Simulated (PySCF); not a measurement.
Atoms are numbered as in `[CH3:1]/[C:2]([SiH3:3])=[C:4](\[F:5])[C:6]#[N:7]` (H(Xn): hydrogen on atom n).

PySCF 2.14.0 with density-fitted response routines calculation with shielding tensors at PBE0/pcSseg-1 (GIAO) and geometry: GFN2-xTB; averaged over atoms made equivalent by symmetry, fast rotation or ring inversion, no solvent model, relativity neglected, one conformer.

Question: List the cross peaks expected in HSQC, COSY and HMBC spectra.

Answer: 

HSQC (one-bond C–H):
```tsv
δH	δC
2.17 (H(C1))	18.0 (C1)
```

HMBC (two and three bonds, from the bond graph):
```tsv
δH	δC
4.33 (H(Si3))	145.0 (C4), 137.0 (C2), 18.0 (C1)
2.17 (H(C1))	145.0 (C4), 137.0 (C2)
```

No COSY cross peaks are expected.

Chemical shifts δ = σref − σ; $^{1}$H, $^{13}$C against TMS, all at this level.

Shifts are as computed. Against solution values, carbons near 30 ppm lie about +3 ppm off and those near 130 ppm about +5 ppm. Of 1309 compounds with measured shifts, 239 miss one by over three times the rms of a fit or turn the order of signals round; such compounds aren't used in these exercises.
